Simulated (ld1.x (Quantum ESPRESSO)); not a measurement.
Transferability test, TM potential for vanadium (V)

V, norm-conserving Troullier–Martins (Kleinman–Bylander form), made with ld1.x (Quantum ESPRESSO) 7.5 (LDA (PZ), scalar-relativistic). Core [Ne], reference 3s2 3p6 3d3 4s2 4p0. Waves: 3s (bound): rc 1.05 bohr; 3p (bound): rc 0.95 bohr; 3d (bound): rc 1.25 bohr. Local part: the d channel. Core correction: none.

Occupied shells without a wave of their own: 4s. They enter only through the test configuration that unscreens the potential.

Energies are relative to the spin-unpolarised reference configuration 3s2 3p6 3d3 4s2 4p0; without spin polarisation the order of configurations can differ from experiment. Spin-polarised rows fill each open shell by Hund’s rule, majority spin first.

(1) Give the all-electron excitation energy and the error of the potential for: 3s2 3p6 3d3 4s1 4p0; 3s2 3p6 3d3 4s0 4p0; 3s2 3p6 3d2 4s0 4p0; 3s2 3p6 3d3 4s0 4p1; 3s2 3p6 3d2 4s2 4p1; 3s2 3p6 3d3 4s1.5 4p0; 3s2 3p6 3d3.5 4s1.5 4p0; 3s2 3p6 3d3 4s2 4p0 (spin-polarised); 3s2 3p6 3d3 4s1 4p0 (spin-polarised).

Levels in the configuration 3s2 3p6 3d2 4s2 4p1:

```
level  all-electron (eV)  pseudo (eV)
   3s            -76.437      -76.340
   3p            -50.342      -50.252
   3d            -10.853      -10.749
   4s             -6.696       -6.917
   4p             -2.682       -2.673
```

Answers

(1)

| valence configuration | charge | ΔE all-electron (eV) | error AE − PS (meV) |
| --- | --- | --- | --- |
| 3s2 3p6 3d3 4s1 4p0 | +1 | 7.941 | -176 |
| 3s2 3p6 3d3 4s0 4p0 | +2 | 22.486 | -468 |
| 3s2 3p6 3d2 4s0 4p0 | +3 | 51.645 | -786 |
| 3s2 3p6 3d3 4s0 4p1 | +1 | 12.118 | -391 |
| 3s2 3p6 3d2 4s2 4p1 | 0 | 5.910 | +36 |
| 3s2 3p6 3d3 4s1.5 4p0 | +0.5 | 3.180 | -76 |
| 3s2 3p6 3d3.5 4s1.5 4p0 | 0 | 0.028 | -50 |
| 3s2 3p6 3d3 4s2 4p0 (spin-polarised) | 0 | -1.628 | +167 |
| 3s2 3p6 3d3 4s1 4p0 (spin-polarised) | +1 | 5.572 | +34 |

The 4s level has no wave, so the channel is fitted at the deeper level alone: the likely source of the large errors.
